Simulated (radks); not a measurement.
Charge is removed step by step from the 3p (averaged over the sub-levels emptied) level of neutral indium, starting from [Kr] 4d10 5s2 5p1. Calculated with a radial shooting solver on a logarithmic mesh with Libxc functionals: Dirac Kohn-Sham, PBE, spin-unpolarised, spherical densities, finite nucleus; open shells are shared between the two j in proportion to 2j + 1; Fermi nuclear charge, rms radius 4.6156 fm.

| removed (e) | E - E(0) (eV) | eigenvalue (eV) | E minus straight line (eV) |
|---|---|---|---|
| 0 | 0.000 | -649.47 | 0.000 |
| 0.25 | 163.48 | -658.38 | -3.435 |
| 0.5 | 329.21 | -667.51 | -4.614 |
| 0.75 | 497.25 | -676.84 | -3.485 |
| 1 | 667.64 | -686.35 | 0.000 |

Removing the whole electron costs 667.64 eV by Delta-SCF, against 649.47 eV from minus the eigenvalue at the starting occupation. Slater's transition state (half an electron removed) gives 667.51 eV. Integrating minus the eigenvalue over the occupation (Janak's theorem) gives 667.64 eV. The mean slope of the eigenvalue, de/dn, is 36.9 eV per electron.
